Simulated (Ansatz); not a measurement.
Cost against result

Saddle point of SiNH$_{3}$Cl$_{2}$, singlet (SiCl₂ + NH₃ → SiNH₃Cl₂ ([NH2][SiH]([Cl])[Cl]); bonds formed: Si1–H4; dative contacts that become bonds: Si1–N5; bonds broken: H4–N5), PBE0-D4/def2-TZVP structure:

Si1  (-0.476, -0.857, -0.025)
Cl2  (1.067, -2.135, -0.569)
Cl3  (-1.468, -0.346, -1.771)
H4  (-0.730, 0.189, 1.187)
N5  (0.277, 0.774, 0.399)
H6  (1.117, 0.773, 0.967)
H7  (0.213, 1.602, -0.188)
(Å)

Barriers are electronic and count from the start structure reached by relaxing down the imaginary mode.

Ansatz 0.2.0; basis: as named in each row; cores frozen in the correlated methods. B3LYP uses VWN-RPA correlation. Extrapolation: Hartree–Fock as exp(−7.88 √X), correlation as X^−2.97.

Times are rough, for one single point on 4 threads of a shared host (Arm Neoverse V1).

The estimate by CCSD(T) at an estimated basis limit (MP2 extrapolated from triple and quadruple zeta, plus CCSD(T) − MP2 in triple zeta) is 190.7 kJ/mol.

```
      method       basis  time (s)  barrier (kJ/mol)  method less estimate
          HF      STO-3G   under 1             371.3                 180.6
      PBE-D4      STO-3G   under 1             220.4                  29.8
       SPW92    def2-SVP   under 1             157.5                 -33.2
      PBE-D4    def2-SVP   under 1             171.5                 -19.2
    B3LYP-D4       6-31G   under 1             253.0                  62.4
     PBE0-D4    def2-SVP   under 1             192.1                   1.5
       SPW92  def2-TZVPP   under 1             151.1                 -39.6
     CCSD(T)    def2-SVP         1             210.1                  19.4
      PBE-D4  def2-TZVPP         2             164.0                 -26.6
     BLYP-D4  def2-TZVPP         2             174.8                 -15.9
     PBE0-D4  def2-TZVPP         3             182.0                  -8.7
    B3LYP-D4  def2-TZVPP         3             187.8                  -2.9
    BHLYP-D4  def2-TZVPP         3             209.7                  19.0
CAM-B3LYP-D4  def2-TZVPP         3             192.7                   2.1
   r2SCAN-D4  def2-TZVPP         3             166.8                 -23.9
     wB97M-V    def2-SVP         3             205.7                  15.0
  RPA on PBE  def2-TZVPP         4             190.0                  -0.6
      B2PLYP  def2-TZVPP         4             188.0                  -2.7
    PBE-QIDH  def2-TZVPP         6             191.1                   0.5
      B97M-V  def2-TZVPP         6             178.5                 -12.2
  r2SCAN0-D4  def2-TZVPP         6             183.6                  -7.1
     wB97X-V  def2-TZVPP         6             193.5                   2.9
     wB97M-V  def2-TZVPP         7             198.7                   8.1
         MP2  def2-QZVPP        17             184.7                  -5.9
     CCSD(T)  def2-TZVPP        43             193.5                   2.8
```

All methods are single points on the PBE0-D4 structures.

The T1 diagnostic stays at or below 0.013. The restricted Hartree–Fock reference is unstable towards an unrestricted one at one or more of these structures.

Losses and insertions of silylenes and their heavier kin drive the gas-phase chemistry of silicon and germanium vapour deposition.

Labels in which every atom is bracketed show which atoms are joined, not bond orders.
